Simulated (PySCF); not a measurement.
C₅H₉N, SMILES C#C[C@@H](C)CN. The structure is a stationary point at PBE0-D3(BJ)/def2-SVP. The structure was generated by enumeration; whether it is a known compound was not checked. One conformer was computed; it need not be the lowest.

Level of theory: PBE0-D3(BJ)/def2-SVP in PySCF.

Harmonic wavenumbers (cm⁻¹): 118, 174, 208, 237, 266, 323, 418, 549, 643, 690, 699, 788, 836, 935, 954, 1008, 1086, 1137, 1167, 1191, 1288, 1341, 1348, 1382, 1419, 1458, 1473, 1489, 1628, 2237, 2979, 3056, 3066, 3086, 3162, 3185, 3490, 3538, 3629. Rotational constants (GHz): 4.546, 2.911, 2.174; symmetry number 1.

Task: Work out the zero-point energy and the ideal-gas rigid-rotor harmonic-oscillator thermochemistry at 298.15 K and 1 atm.

Result: ZPE = ½ Σ hcν = ½ × 57681 cm⁻¹ = 82.46 kcal/mol. H − E(el) = 87.65 kcal/mol. Entropy in cal/(mol K): translation 39.17, rotation 26.82, vibration 15.87, total 81.86. G − E(el) = 63.24 kcal/mol. Cp = 28.35 cal/(mol K). Modes under 150 cm⁻¹ make the vibrational entropy uncertain.
